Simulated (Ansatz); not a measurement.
`BOB(N)Cl` and `NB(Cl)Br` differ in one atom or group.

Ansatz, PBE0-D4/def2-TZVP geometries, multiplicity 1. Each molecule was computed in one conformer, which needn't be the lowest.

Scalar relativity is left out up to krypton.

```
                                      property  `BOB(N)Cl`
             HOMO energy (PBE/def2-TZVPP) / eV       -7.05
         HOMO–LUMO gap (B3LYP/def2-TZVPP) / eV        7.09
             LUMO energy (PBE/def2-TZVPP) / eV       -1.85
            HOMO energy (PBE0/def2-TZVPP) / eV       -8.43
size of the dipole moment (PBE/def2-TZVPP) / D        2.51
           LUMO energy (B3LYP/def2-TZVPP) / eV       -1.08
```

Q: Give the same properties after the change, and the shifts. (Estimate.)

A: Ansatz gave: 
```tsv
property	`NB(Cl)Br`	shift
HOMO energy (PBE/def2-TZVPP) / eV	-6.97	0.08
HOMO–LUMO gap (B3LYP/def2-TZVPP) / eV	7.83	0.74
LUMO energy (PBE/def2-TZVPP) / eV	-0.97	0.88
HOMO energy (PBE0/def2-TZVPP) / eV	-8.30	0.13
size of the dipole moment (PBE/def2-TZVPP) / D	2.79	0.28
LUMO energy (B3LYP/def2-TZVPP) / eV	-0.19	0.89
```

With PBE0 the HOMO rises by 0.13 eV and the LUMO rises by 0.82 eV, so the gap widens by about 0.69 eV. PBE moves the HOMO by 0.08 eV and ωB97M-V by 0.22 eV. The zero-point energy changes by -66.8 kJ/mol with -9 modes. Dipoles are sizes alone; their direction can turn.

B3LYP here is the variant with VWN-RPA as its local correlation; programs differ in this.

Spin–orbit coupling is left out; it splits and shifts lone-pair levels of the heavy atoms by tenths of an eV.
